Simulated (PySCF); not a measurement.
## Electron correlation in Sn⁺ (tin, charge +1)

[Kr] 4d10 5s2 5p1, 2P determinant. Calculation: PySCF 2.14, in aug-cc-pVTZ-PP with one added diffuse shell each of d, f type with ECP28MDF (6s5p5d3f, 67 functions); scalar relativity through the core potential. Frozen: 4s2 4p6 4d10; 3 electrons correlated.

| level | correlation energy (mhartree) |
| --- | --- |
| CCSD | -44.17 |
| (T) | -0.68 |
| CCSD(T) | -44.85 |

Diagnostics: T1 = 0.011, D1 = 0.0241, largest double amplitude 0.093.

Cost of the coupled-cluster step: roughly 3 core-seconds, for 3 correlated electrons.

Iterations:

```
CC2 = 0
CCSD nocc = (np.int64(2), np.int64(1)), nmo = (58, 58)
frozen orbitals [[0, 1, 2, 3, 4, 5, 6, 7, 8], [0, 1, 2, 3, 4, 5, 6, 7, 8]]
max_cycle = 100
direct = 0
conv_tol = 1e-08
conv_tol_normt = 1e-06
diis_space = 8
diis_start_cycle = 0
Init t2, MP2 energy = -0.0323530887948619
Init E_corr(UCCSD) = -0.0323530888200724
cycle = 1  E_corr(UCCSD) = -0.0400488054494544  dE = -0.00769571663  norm(t1,t2) = 0.0463987
cycle = 2  E_corr(UCCSD) = -0.0425077224203717  dE = -0.00245891697  norm(t1,t2) = 0.0191623
cycle = 3  E_corr(UCCSD) = -0.0441788914677274  dE = -0.00167116905  norm(t1,t2) = 0.00870309
cycle = 4  E_corr(UCCSD) = -0.0441633110102938  dE = 1.55804574e-05  norm(t1,t2) = 0.00106349
cycle = 5  E_corr(UCCSD) = -0.0441739896158023  dE = -1.06786055e-05  norm(t1,t2) = 0.000152983
cycle = 6  E_corr(UCCSD) = -0.0441711697472915  dE = 2.81986851e-06  norm(t1,t2) = 2.37737e-05
cycle = 7  E_corr(UCCSD) = -0.0441721570192234  dE = -9.87271932e-07  norm(t1,t2) = 5.39041e-06
cycle = 8  E_corr(UCCSD) = -0.0441719732808849  dE = 1.83738338e-07  norm(t1,t2) = 1.35587e-06
cycle = 9  E_corr(UCCSD) = -0.0441719497174879  dE = 2.3563397e-08  norm(t1,t2) = 2.79209e-07
cycle = 10  E_corr(UCCSD) = -0.0441719642459324  dE = -1.45284446e-08  norm(t1,t2) = 8.50639e-08
cycle = 11  E_corr(UCCSD) = -0.044171963634302  dE = 6.11630427e-10  norm(t1,t2) = 3.51774e-08
UCCSD converged
E(UCCSD) = -213.1326816258583  E_corr = -0.04417196363430199
UCCSD(T) correction = -0.000676395512666896
```
